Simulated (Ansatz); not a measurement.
`C[Se][Ti]([OH])([F])[Cl]`. Charge 0, multiplicity 1. Correlated methods include outer-core shells of Se, Ti, which these sets cover unevenly. Scalar relativity is left out up to krypton.

```xyz
10

C    -0.4508    1.5993    1.0935
Se   -1.4742    0.0682    0.4082
Ti    0.4191   -0.9533   -0.6317
O    -0.2302   -2.3522   -1.4691
F     1.1417    0.2468   -1.6885
Cl    1.8715   -1.4886    0.9376
H     0.1606    1.2795    1.9343
H    -1.1793    2.3392    1.4198
H     0.1699    2.0243    0.3067
H    -0.4284   -2.7631   -2.3107
```

Problem. Give the diagnostics of a CCSD(T)/def2-TZVPP run (frozen core, the Gaussian-basis code of Ansatz). (Best estimate.)

Solution. The calculation gave: T1 = 0.0232, largest single amplitude 0.071, largest double 0.039, (T) share of the correlation energy 4.8 %, 15 CCSD cycles. The RHF solution is stable towards an unrestricted one. T1 lies over the customary mark of 0.02 for closed shells; compounds of d metals often pass it without a breakdown.
